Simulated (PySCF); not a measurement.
C2H7NSi, SMILES C1NC[SiH2]1.

Coordinates come from a PBE-D3(BJ)/def2-SVP optimisation.

These are PBE-D3(BJ)/def2-SVP (PySCF) values and carry that method's errors.

Frequencies are harmonic and unscaled.

Computed normal modes with their intensities:
```tsv
mode	ν (cm⁻¹)	IR (km/mol)	moving atoms (share of kinetic energy)
1	173	4.2	H 49 %, N 26 %, C 22 %
2	393	14.6	H 57 %, N 18 %, Si 13 %, C 12 %
3	522	0.2	H 96 %
4	523	72.0	H 62 %, Si 20 %, N 13 %
5	611	63.1	H 44 %, Si 26 %, C 23 %
6	619	1.0	C 45 %, H 44 %, Si 11 %
7	745	91.5	H 73 %, Si 18 %, C 9 %
8	804	12.1	H 49 %, C 41 %
9	816	32.3	H 79 %, C 16 %
10	837	12.1	H 65 %, C 22 %
11	919	90.5	H 94 %
12	971	8.1	C 36 %, H 35 %, N 27 %
13	1049	14.9	C 46 %, N 31 %, H 23 %
14	1086	15.2	H 85 %, C 14 %
15	1110	4.0	H 81 %, C 11 %
16	1130	7.2	H 78 %, C 12 %, N 10 %
17	1188	5.8	H 62 %, C 30 %, N 8 %
18	1340	7.5	H 72 %, N 17 %, C 11 %
19	1405	0.8	H 93 %
20	1435	3.4	H 90 %, C 9 %
21	2154	121.0	H 97 %
22	2175	110.0	H 96 %
23	2869	67.4	H 94 %
24	2879	81.3	H 94 %
25	3010	16.5	H 92 %, C 8 %
26	3010	35.1	H 92 %, C 8 %
27	3405	3.5	H 93 %
```
